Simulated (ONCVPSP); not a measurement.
Before and after: ONCV potential for Fe

* Element: Fe
* Generator: ONCVPSP 4.0.1
* Type: optimised norm-conserving Vanderbilt (ONCV)
* Functional: PBE
* Relativity: scalar-relativistic
* Frozen core: [Ne]
* Valence charge: 16
* Reference configuration: 3s2 3p6 3d6 4s2
* Partial waves: 3s+4s: rc 1.50 bohr, ncon 5, nbas 10, qcut 9.5 1/bohr, 2 projectors; 3p: rc 0.85 bohr, ncon 4, nbas 9, qcut 9.2 1/bohr, 2 projectors, debl 1.6 Ha; 3d: rc 1.35 bohr, ncon 3, nbas 8, qcut 10.3 1/bohr, 2 projectors, debl 3.7 Ha
* Local potential: polynomial inside 0.65 bohr (lpopt 5, dvloc0 0 Ha)
* Core correction: Teter function, fcfact 2.75, rcfact 1.8

In the p channel the program set the typed energies aside and used -2.207, 0.250 Ha.

Change: s: qcut 7.

Cutoffs: the cutoffs (Ha) at which the residual kinetic energy of the hardest occupied pseudo-wave falls to 1 and 0.1 mHa per electron; they do not see the model core or the augmentation charge, which bear on the density cutoff. Errors are all-electron minus pseudo energies relative to the spin-unpolarised reference configuration.

Q: Predict the effect on cutoff, ghosts and configuration errors.

A: The potential gets neither clearly harder nor softer (44 Ha and 318 Ha → 44 Ha and 318 Ha); the d channel sets the loose cutoff, while the largest relative change is in s, which becomes softer; of the 4 tests that both files solve, the error grows in 0 and shrinks in 1 by more than 15 % and 0.3 meV (median size 1.0 → 0.6 meV); neither file shows a bound ghost.

| quantity | base | changed |
| --- | --- | --- |
| cutoff, loose | 44 Ha | 44 Ha |
| cutoff, tight | 318 Ha | 318 Ha |
| loose cutoff by channel | s 29 Ha, p 34 Ha, d 44 Ha | s 12 Ha, p 34 Ha, d 44 Ha |
| bound ghosts | none | none |
| GHOST(+) flags under 300 eV | s at 261.8 eV | s at 188.8 eV |
| error for 3s2 3p6 3d6 4s1, meV [ΔE 8.73 eV] | 0.0 | -0.1 |
| error for 3s2 3p6 3d6 4s0, meV [ΔE 24.93 eV] | +1.7 | +0.8 |
| error for 3s2 3p6 3d5 4s0, meV [ΔE 59.16 eV] | +8.9 | +8.0 |
| error for 3s2 3p6 3d6 4s0 4p1, meV [ΔE 13.78 eV] | +0.3 | -0.5 |
| s: phases at 1.53 bohr within 0.05 rad from the reference energy up to (Ha; the scan ends near 5) | to the end of the scan | to the end of the scan |
| p: phases at 0.86 bohr within 0.05 rad from the reference energy up to (Ha; the scan ends near 5) | to the end of the scan | to the end of the scan |
| d: phases at 1.37 bohr within 0.05 rad from the reference energy up to (Ha; the scan ends near 5) | to the end of the scan | to the end of the scan |
| rms error of d²Exc/dni dnj with the model core, mHa | 2.61 | 2.69 |
